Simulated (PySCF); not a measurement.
C2H6BF3S.
Geometry (PBE0-D3(BJ)/def2-SVP, Å), atoms numbered from 1 in this order:
```xyz
13
C2H6BF3S angstrom
C     -1.307   -1.019   -0.108
S      0.036   -0.046   -0.807
C      1.466   -0.749    0.029
B     -0.198    1.743    0.388
F     -1.405    2.183   -0.024
F     -0.164    1.240    1.648
F      0.883    2.462    0.022
H     -2.238   -0.574   -0.483
H     -1.234   -2.063   -0.440
H     -1.284   -0.945    0.988
H      1.320   -0.692    1.116
H      1.631   -1.784   -0.300
H      2.325   -0.128   -0.256
```

All values: B3LYP/def2-SVPD (PySCF, non-relativistic), on one gas-phase PBE0-D3(BJ)/def2-SVP geometry that isn't relaxed in the solvent. The solvent is an IEF-PCM continuum (Bondi radii, 1.10 Å for H, scaled by 1.2). Only the electrostatic response of the medium enters.

Gas phase at B3LYP/def2-SVPD: HOMO -8.04 eV, LUMO -0.18 eV, dipole 5.02 D.

Question: What does the continuum do to the energy, the frontier levels and the dipole at B3LYP/def2-SVPD in chloroform and methanol?

Answer: 
```
   solvent      ε  E(solvent) − E(gas) (kcal/mol)  polarisation term (kcal/mol)  distortion of the solute (kcal/mol)  HOMO (eV)  LUMO (eV)  dipole (D)
chloroform  4.711                           -5.47                         -6.12                                 0.65      -7.84       0.14        5.90
  methanol  32.61                           -7.35                         -8.57                                 1.22      -7.78       0.23        6.23
```

The first energy column is the sum of the next two and covers electrostatics alone. From chloroform to methanol the lowering changes by a factor 1.34, Onsager's factor (ε − 1)/(2ε + 1) by 1.34 and ε itself by 6.9.

Question: Which radius a makes the point-dipole formula ΔE = −[(ε − 1)/(2ε + 1)]·μ²/a³ give the value in methanol, with the gas-phase dipole?

Answer: μ = 1.974 au and |ΔE| = 0.01172 Eh give a = 2.87 Å; the farthest nucleus lies 2.65 Å from the centroid of the nuclei. The formula assumes a rigid point dipole at the centre of a sphere.

Question: Give the dipole vector in the frame of the coordinates (D, pointing from negative to positive charge), gas and methanol.

Answer: Gas (0.52, -4.93, -0.80), solvent (0.65, -6.12, -0.95). Its length changes by +24 % and its direction by less than 1°.

Question: How does the static polarisability (B3LYP/def2-SVPD, frozen core, with the continuum's full static response) change?

Answer: 
```tsv
medium	isotropic (au)	principal values (au)	⟨r²⟩ of the electrons (bohr²)
gas	62.9	55.1, 66.8, 66.8	892.3
chloroform	76.2	68.0, 79.6, 81.0	891.7
methanol	82.4	74.8, 85.2, 87.4	891.6
```

The isotropic value in methanol is 1.31 times the gas-phase one; no cavity-field correction is applied. ⟨r²⟩ is taken about the centre of nuclear charge.
